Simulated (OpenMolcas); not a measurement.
Re4+: moving or changing the point charges

Re4+ among 6 point charges of -1.7 e arranged as an octahedron (Oh), 2.26 Å from the ion.

| Property | Result |
| --- | --- |
| Program | OpenMolcas |
| Method | CASSCF |
| Basis | ANO-RCC-VDZP [7s6p4d2f1g] |
| Scalar Hamiltonian | DKH2, point nucleus |
| Active space | 3 electrons in 5 orbitals (5d) |
| State averaging | 2S+1 = 4 even, 10 roots; 2S+1 = 2 even, 40 roots |
| Spin-orbit coupling | state interaction with AMFI integrals over the reference wave functions |

Runs around this geometry, states (labels of O, the rotations of Oh). Energies in cm-1 above the lowest state or level, χT in cm3 K/mol; 10Dq and B are least-squares fits to the states below 45000 cm-1, weighted by degeneracy, with a free offset, and given where the rms deviation is under 5 % of |10Dq| (or 100 cm-1) and under 700 cm-1.

```json
{"R (Å)": "2.26", "q (e)": "-1.1", "Ground state": "4A2", "First state of that spin": "4T2 4247", "10Dq": "4406", "B (rms of fit)": "821 (61)", "First gap with spin-orbit (degeneracies)": "5715 (4, 4)", "χT at 300 K": "0.131", "First state of another spin": "2E 15077"}
{"R (Å)": "2.06", "q (e)": "-1.7", "Ground state": "4A2", "First state of that spin": "4T2 10071", "10Dq": "10405", "B (rms of fit)": "812 (132)", "First gap with spin-orbit (degeneracies)": "8634 (4, 4)", "χT at 300 K": "0.388", "First state of another spin": "2E 15294"}
{"R (Å)": "2.26", "q (e)": "-1.7", "Ground state": "4A2", "First state of that spin": "4T2 6544", "10Dq": "6802", "B (rms of fit)": "817 (94)", "First gap with spin-orbit (degeneracies)": "6668 (4, 4)", "χT at 300 K": "0.196", "First state of another spin": "2E 15225"}
{"R (Å)": "2.48", "q (e)": "-1.7", "Ground state": "4A2", "First state of that spin": "4T2 4218", "10Dq": "4390", "B (rms of fit)": "821 (66)", "First gap with spin-orbit (degeneracies)": "5714 (4, 4)", "χT at 300 K": "0.130", "First state of another spin": "2E 15075"}
```

Taking |10Dq| as R^-n, n = -ln(4390 / 10405) / ln(2.48 / 2.06) = 4.7 between the shortest and longest distance. The point-charge formula for a cubic d site gives n = 5.

Scaling the charges by -1.1 / -1.7 = 0.65 scales |10Dq| by 4406 / 6802 = 0.65; with fixed orbitals a first-order splitting would follow the charge.

Without dynamic correlation the repulsion within the d shell is too large (B by tens of per cent), so at a given field states of lower spin stand too high. Spin-orbit coupling mixes the spin-free states strongly: the lowest level takes only 37 % from its leading state, 4A2 (figures for R = 2.26, q = -1.1; the like holds for R = 2.06, q = -1.7, R = 2.26, q = -1.7, R = 2.48, q = -1.7). This field is weak: 10Dq is about 4406 cm-1, while octahedral complexes of 5d ions of charge 3 and more, computed by the same method with explicit ligands, had a median near 35000 cm-1. Ground spin and moment need not be those of a real site (figures for R = 2.26, q = -1.1; the like holds for R = 2.06, q = -1.7, R = 2.26, q = -1.7, R = 2.48, q = -1.7). Point charges carry no covalency, so the field is a model and not that of real ligands. No measured value stands beside these numbers.
